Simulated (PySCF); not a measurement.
# MMg for M along group 14

PBE with double-zeta basis sets in PySCF, for the lowest determinant that a PBE0 search found; no spin–orbit coupling. De refers to high-spin ground-configuration atoms. A positive dipole means M(−)Mg(+).

```csv
M,basis,state (unpaired electrons),Re (Å),ωe (cm⁻¹),De (eV),μ (D)
Si,aug-cc-pVDZ/aug-cc-pV(D+d)Z,triplet (π ↑↑),2.556,312,1.26,3.34
Ge,cc-pVDZ/cc-pVDZ-PP,triplet (π ↑↑),2.598,254,1.15,2.85
Sn,def2-SVP,triplet (π ↑↑),2.779,221,1.02,2.67
Pb,def2-SVP,triplet (π ↑↑),2.833,204,0.95,2.28
```

(1) By what factor does the well depth vary along the series?

The rows differ in basis set, which adds steps of its own.

Down a group the atoms grow and get heavier, so bonds lengthen and wavenumbers fall; this series shows no clear exception.

Spin–orbit coupling is left out, which matters for elements this heavy, above all for dissociation energies. States were picked by a PBE0 search and need not be the measured ground states.

## Answers

(1) At PBE it runs from 0.95 eV (MgPb) to 1.26 eV (MgSi), a factor of 1.33.
